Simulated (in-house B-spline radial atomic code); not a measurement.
**Binding energies in the barium ion Ba⁸⁺**

NIST's tabulated ground configuration is [Kr] 4d10 5s2; each binding energy is the energy of the ion with one electron taken from that subshell, relaxed, less that of the parent. Level of theory: Dirac-Hartree-Fock, average of configuration, Fermi nucleus of rms radius 4.8378 fm; calculated with a B-spline radial code for spherical atoms. Energies include first-order Breit, QED and recoil terms.

```csv
subshell,X-ray name,binding energy (eV),-ε (eV),relaxation (eV)
1s,K,37560.2,37763.9,64.6
2s,L1,6115,6162.9,32.8
2p1/2,L2,5744.7,5795.9,36.5
2p3/2,L3,5367.7,5412.8,35.0
3s,M1,1413.8,1428.9,12.4
3p1/2,M2,1258.4,1273.8,13.0
3p3/2,M3,1184,1197.8,12.4
3d3/2,M4,914.8,929.6,14.1
3d5/2,M5,899.5,913.7,13.9
4s,N1,378.3,381.6,2.8
4p1/2,N2,319.3,322.5,2.7
4p3/2,N3,303.7,306.4,2.5
4d3/2,N4,206,208.3,2.2
4d5/2,N5,203.4,205.5,2.1
5s,O1,128.4,128.7,0.2
```

Relaxation = -ε minus the binding energy without Breit, QED and recoil terms.

Emission lines follow as differences of binding energies, with λ = 12398.42 eV·Å / E:

| line | holes | energy (eV) | wavelength (Å) |
| --- | --- | --- | --- |
| K-L3 | 1s → 2p3/2 | 32192.5 | 0.38513 |
| K-L2 | 1s → 2p1/2 | 31815.5 | 0.3897 |
| K-M3 | 1s → 3p3/2 | 36376.2 | 0.34084 |
| L3-M5 | 2p3/2 → 3d5/2 | 4468.2 | 2.7748 |
| L2-M4 | 2p1/2 → 3d3/2 | 4829.9 | 2.567 |
| L1-M3 | 2s → 3p3/2 | 4931.0 | 2.5144 |
| L3-M1 | 2p3/2 → 3s | 3953.9 | 3.1357 |
| L2-N4 | 2p1/2 → 4d3/2 | 5538.7 | 2.2385 |

(1) What screening constant σ does Moseley's law, E = (3/4)·13.6057 eV·(Z - σ)², need for K-L3?

Moseley's non-relativistic formula needs a falling, then negative, screening constant for heavy elements, because relativity binds the 1s electron more strongly than the formula allows.

(2) What does it cost to remove both a 3d3/2 and a 5s electron?

(3) What does it cost to remove both a 3p1/2 and a 4s electron?

(4) What does it cost to remove both a 2p3/2 and a 2p1/2 electron?

## Answers

(1) σ = -0.17.

(2) 1063 eV, which is 19.86 eV more than the two single binding energies together.

(3) 1671.3 eV, which is 34.67 eV more than the two single binding energies together.

(4) 11292 eV, which is 179.3 eV more than the two single binding energies together.
